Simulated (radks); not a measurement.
Ionisation ladder of tin, from Sn to Sn21+. Each ion is in the ground configuration listed by NIST, and IE = E(next ion) - E(this ion). All-electron calculation, Dirac Kohn-Sham, exchange-only PBE, spin-unpolarised, spherical densities, finite nucleus; open shells fill j = l - 1/2 first; Fermi nuclear charge, rms radius 4.6519 fm. Program: a radial shooting solver on a logarithmic mesh with Libxc functionals.

| species | configuration | E (hartree) | IE, Delta-SCF (eV) | -e(HOMO) (eV) | HOMO | IE, NIST (eV) | kind | error (eV) |
|---|---|---|---|---|---|---|---|---|
| Sn | [Kr] 4d10 5s2 5p2 | -6176.22029 | 6.385 | 3.174 | 5p1/2 | 7.344 | exp. | -0.959 |
| Sn+ | [Kr] 4d10 5s2 5p1 | -6175.98563 | 13.635 | 9.824 | 5p1/2 | 14.633 | exp. | -0.999 |
| Sn2+ | [Kr] 4d10 5s2 | -6175.48457 | 30.171 | 25.231 | 5s1/2 | 30.506 | exp. | -0.335 |
| Sn3+ | [Kr] 4d10 5s1 | -6174.37582 | 40.481 | 35.222 | 5s1/2 | 40.74 | exp. | -0.259 |
| Sn4+ | [Kr] 4d10 | -6172.88818 | 75.149 | 65.848 | 4d5/2 | 77.03 | exp. | -1.881 |
| Sn5+ | [Kr] 4d9 | -6170.12651 | 94.467 | 84.633 | 4d5/2 | 94 | theory | +0.467 |
| Sn6+ | [Kr] 4d8 | -6166.65492 | 114.79 | 104.47 | 4d5/2 | 113 | theory | +1.9 |
| Sn7+ | [Kr] 4d7 | -6162.43661 | 136.03 | 125.26 | 4d5/2 | 135 | theory | +1.0 |
| Sn8+ | [Kr] 4d6 | -6157.43766 | 158.13 | 146.94 | 4d5/2 | 156 | theory | +2.1 |
| Sn9+ | [Kr] 4d5 | -6151.62637 | 181.05 | 169.46 | 4d5/2 | 184 | theory | -2.9 |
| Sn10+ | [Kr] 4d4 | -6144.97280 | 206.33 | 194.28 | 4d3/2 | 208 | theory | -1.7 |
| Sn11+ | [Kr] 4d3 | -6137.39024 | 230.93 | 218.51 | 4d3/2 | 232 | theory | -1.1 |
| Sn12+ | [Kr] 4d2 | -6128.90381 | 256.24 | 243.47 | 4d3/2 | 258 | theory | -1.8 |
| Sn13+ | [Kr] 4d1 | -6119.48714 | 282.24 | 269.13 | 4d3/2 | 282 | theory | +0.2 |
| Sn14+ | [Kr] | -6109.11486 | 379.15 | 365.07 | 4p3/2 | 379 | theory | +0.2 |
| Sn15+ | [Ar] 3d10 4s2 4p5 | -6095.18133 | 407.61 | 393.31 | 4p3/2 | 407 | theory | +0.6 |
| Sn16+ | [Ar] 3d10 4s2 4p4 | -6080.20204 | 436.49 | 421.98 | 4p3/2 | 437 | theory | -0.5 |
| Sn17+ | [Ar] 3d10 4s2 4p3 | -6064.16147 | 465.75 | 451.06 | 4p3/2 | 466 | theory | -0.2 |
| Sn18+ | [Ar] 3d10 4s2 4p2 | -6047.04534 | 506.86 | 491.65 | 4p1/2 | 506 | theory | +0.9 |
| Sn19+ | [Ar] 3d10 4s2 4p1 | -6028.41856 | 537.51 | 522.13 | 4p1/2 | 537 | theory | +0.5 |
| Sn20+ | [Ar] 3d10 4s2 | -6008.66541 | 612.54 | 596.72 | 4s1/2 | 608 | theory | +4.5 |
| Sn21+ | [Ar] 3d10 4s1 | -5986.15490 | 644.60 | 628.47 | 4s1/2 | 642.4 | semi-emp. | +2.3 |

Reference values: NIST Atomic Spectra Database (exp. = measured, semi-emp. = semi-empirical, theory = theoretical value adopted there). The ionisation energy per charge of the ion left behind rises most, in proportion, at Sn4+ ([Kr] 4d10), from 10.120 to 15.030 eV. Against the entries that are not theoretical the mean signed error is -4.0 % and the largest -13.1 %. Spin polarisation and multiplet splitting are left out, so open shells lie too high by an amount that depends on their filling.

Beside tabulated values, note that spin-unpolarised runs miss the spin-polarisation part of the exchange energy of open shells.
